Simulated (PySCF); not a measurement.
AsBFH3, SMILES FB[AsH2]. Heavy atoms are numbered as in [BH:1]([AsH2:2])[F:5]. Hydrogens are named by the atom that carries them.

Geometry: PBE-D3(BJ)/def2-TZVP.

Method: PBE0/pcSseg-2 in PySCF.

GIAO shieldings, no solvent; atoms alike by connectivity are averaged. δ = σ(ref) − σ: ¹¹B against BF3 (σ = 88.8 ppm); ⁷⁵As against AsH3 (σ = 1914.7 ppm); ¹H against TMS (σ = 31.54 ppm); ¹⁹F against CFCl3 (σ = 165.8 ppm), references at their B3LYP-D3(BJ)/def2-TZVP geometries, non-relativistic.

| nucleus | atoms | count | δ (ppm) |
|---|---|---|---|
| ¹¹B | B1 (BH) | 1 | 67.1 |
| ⁷⁵As | As2 (AsH2) | 1 | 105.0 |
| ¹H | H on B1 | 1 | 7.33 |
| ¹H | H on As2 | 2 | 3.15 |
| ¹⁹F | F5 | 1 | 31.7 |
